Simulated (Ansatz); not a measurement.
Program: Ansatz 0.2.0.

`[OH][AlH][CH2]O[SiH2]F` at its PBE0-D4/def2-TZVP geometry, where that method's forces vanish. Charge 0, multiplicity 1.

| atom | x (Å) | y (Å) | z (Å) |
| --- | --- | --- | --- |
| O1 | 1.525 | -0.602 | 1.918 |
| Al2 | 1.606 | 0.666 | 0.800 |
| C3 | -0.021 | 1.209 | -0.193 |
| O4 | -1.131 | 0.319 | 0.014 |
| Si5 | -1.328 | -1.062 | -0.813 |
| F6 | -1.628 | -0.775 | -2.354 |
| H7 | 0.722 | -1.083 | 2.114 |
| H8 | 2.994 | 1.401 | 0.636 |
| H9 | -0.342 | 2.196 | 0.162 |
| H10 | 0.166 | 1.350 | -1.266 |
| H11 | -2.488 | -1.758 | -0.227 |
| H12 | -0.075 | -1.862 | -0.792 |

(1) For each bond, give half the difference of the two atoms' forces along it (eV/Å; positive pushes the atoms apart) under PBE-D4, r2SCAN-D4, B3LYP-D4, ωB97M-V in def2-TZVPP. (Estimate.)

Results:

(1) The calculation gave: 
```json
{"bond": "O1–Al2", "length (Å)": "1.693", "PBE-D4": "0.23", "r2SCAN-D4": "0.02", "B3LYP-D4": "0.09", "ωB97M-V": "0.11"}
{"bond": "O1–H7", "length (Å)": "0.956", "PBE-D4": "0.36", "r2SCAN-D4": "0.02", "B3LYP-D4": "0.00", "ωB97M-V": "-0.05"}
{"bond": "Al2–C3", "length (Å)": "1.982", "PBE-D4": "-0.14", "r2SCAN-D4": "-0.09", "B3LYP-D4": "0.00", "ωB97M-V": "-0.04"}
{"bond": "Al2–H8", "length (Å)": "1.579", "PBE-D4": "-0.02", "r2SCAN-D4": "-0.04", "B3LYP-D4": "-0.15", "ωB97M-V": "-0.18"}
{"bond": "C3–O4", "length (Å)": "1.437", "PBE-D4": "0.20", "r2SCAN-D4": "0.35", "B3LYP-D4": "0.32", "ωB97M-V": "0.27"}
{"bond": "C3–H9", "length (Å)": "1.097", "PBE-D4": "0.11", "r2SCAN-D4": "-0.03", "B3LYP-D4": "-0.14", "ωB97M-V": "-0.10"}
{"bond": "C3–H10", "length (Å)": "1.098", "PBE-D4": "0.09", "r2SCAN-D4": "-0.05", "B3LYP-D4": "-0.10", "ωB97M-V": "-0.10"}
{"bond": "O4–Si5", "length (Å)": "1.621", "PBE-D4": "0.28", "r2SCAN-D4": "-0.04", "B3LYP-D4": "0.02", "ωB97M-V": "0.02"}
{"bond": "Si5–F6", "length (Å)": "1.596", "PBE-D4": "0.48", "r2SCAN-D4": "0.04", "B3LYP-D4": "0.21", "ωB97M-V": "0.17"}
{"bond": "Si5–H11", "length (Å)": "1.475", "PBE-D4": "-0.03", "r2SCAN-D4": "-0.04", "B3LYP-D4": "-0.16", "ωB97M-V": "-0.19"}
{"bond": "Si5–H12", "length (Å)": "1.487", "PBE-D4": "-0.04", "r2SCAN-D4": "-0.03", "B3LYP-D4": "-0.10", "ωB97M-V": "-0.14"}
```

B3LYP here is the variant with VWN-RPA as its local correlation; programs differ in this.
